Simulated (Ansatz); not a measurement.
The lowest singlet and triplet of ClIn (SMILES [Cl][In]); geometries from B3LYP-D3(BJ)/def2-TZVP, each state relaxed from the structure named, with no frequency check.
Singlet (charge 0, multiplicity 1):
```xyz
2

Cl     0.0000     0.0000    -1.8123
In     0.0000     0.0000     0.6287
```
Triplet (charge 0, multiplicity 3):
```xyz
2

Cl     0.00000     0.00000    -1.78372
In     0.00000     0.00000     0.61884
```

A positive gap puts the triplet lower; no zero-point energy. U- takes an unrestricted singlet (broken symmetry where lower, unprojected). The triplet is unrestricted in single-reference levels. Active spaces average the two states.

Correlated levels freeze the cores. Filled d and f shells under p-block atoms count as core.

Run with Ansatz (a program for electronic structure) with Gaussian orbitals. Values without a source in brackets are computed. In def2 rows elements past Kr take small-core potentials, without spin–orbit coupling.

Problem. Give the gap E(singlet) − E(triplet), adiabatic at the level FIC-MRCISD+Q on SA-CASSCF(2,3)/def2-QZVPP.

Solution. -3.28 eV

Problem. Predict the gap E(singlet) − E(triplet), adiabatic from U-CCSD(T)/def2-SVP.

Solution. -3.18 eV

Problem. Predict the gap E(singlet) − E(triplet), adiabatic from U-SCS-MP2/def2-TZVPP.

Solution. -3.23 eV
